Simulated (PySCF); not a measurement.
## Mass spectrum arithmetic for (Cl)3Ti-O-SiH3

Species: Cl3H3OSiTi.

Calculated from tabulated atomic weights, isotope masses and abundances; no fragmentation.

(1) Molar mass and exact mass?

(2) Work out the cluster of the molecular ion M+•, one line a nominal mass.

(3) What resolving power m/Δm just matches the spacing of the species with one 50Ti and with one 37Cl?

(4) What share of all molecules is the monoisotopic species?

(5) Resolve the fine structure: one atom at a time replaced by a minor isotope.

(6) Which m/z would the protonated, sodiated and deprotonated molecule have?

Answers

(1) For Cl3H3OSiTi, with standard atomic weights, 1 × 47.867 + 3 × 35.450 + 1 × 15.999 + 1 × 28.085 + 3 × 1.008 = 201.325 g/mol. From the most abundant isotopes (48Ti, 35Cl, 16O, 28Si, 1H), 1 × 47.947946 + 3 × 34.968853 + 1 × 15.994915 + 1 × 27.976927 + 3 × 1.007825 = 199.8498 u.

(2) 
```
nominal mass  m/z (centroid)  relative intensity
         198        197.8540                10.0
         199        198.8531                 9.6
         200        199.8495               100.0
         201        200.8496                20.7
         202        201.8464                99.6
         203        202.8464                14.5
         204        203.8434                37.7
         205        204.8433                 4.4
         206        205.8405                 6.2
         207        206.8403                 0.6
         208        207.8375                 0.4
```

Lines under 0.1 % of the tallest are left out. One electron mass, 0.00055 u, is taken off. Abundances used (%; other tables differ somewhat): 46Ti 8.25, 47Ti 7.44, 48Ti 73.72, 49Ti 5.41, 50Ti 5.18; 35Cl 75.78, 37Cl 24.22; 16O 99.757, 17O 0.038, 18O 0.205; 28Si 92.2297, 29Si 4.6832, 30Si 3.0872; 1H 99.9885, 2H 0.0115.

(3) They lie 0.00021 u apart at mass 201.85, so m/Δm is about 980000.

(4) 0.7372 × 0.7578^3 × 0.99757 × 0.922297 × 0.999885^3 = 29.51 %.

(5) Intensity in % of the monoisotopic species:

```json
{"isotope": "46Ti", "mass shift (u)": "-1.99531", "m/z": "197.8540", "intensity (%)": "11.19"}
{"isotope": "47Ti", "mass shift (u)": "-0.99618", "m/z": "198.8531", "intensity (%)": "10.09"}
{"isotope": "29Si", "mass shift (u)": "+0.99957", "m/z": "200.8488", "intensity (%)": "5.08"}
{"isotope": "49Ti", "mass shift (u)": "+0.99992", "m/z": "200.8492", "intensity (%)": "7.34"}
{"isotope": "17O", "mass shift (u)": "+1.00422", "m/z": "200.8535", "intensity (%)": "0.04"}
{"isotope": "2H", "mass shift (u)": "+1.00628", "m/z": "200.8555", "intensity (%)": "0.03"}
{"isotope": "30Si", "mass shift (u)": "+1.99684", "m/z": "201.8461", "intensity (%)": "3.35"}
{"isotope": "50Ti", "mass shift (u)": "+1.99684", "m/z": "201.8461", "intensity (%)": "7.03"}
{"isotope": "37Cl", "mass shift (u)": "+1.99705", "m/z": "201.8463", "intensity (%)": "95.88"}
{"isotope": "18O", "mass shift (u)": "+2.00425", "m/z": "201.8535", "intensity (%)": "0.21"}
```

Species under 0.02 % are left out.

(6) [M+H]+ 200.8571, [M+Na]+ 222.8390, [M−H]− 198.8425, for the monoisotopic species (arithmetic only; whether such ions form is another matter).
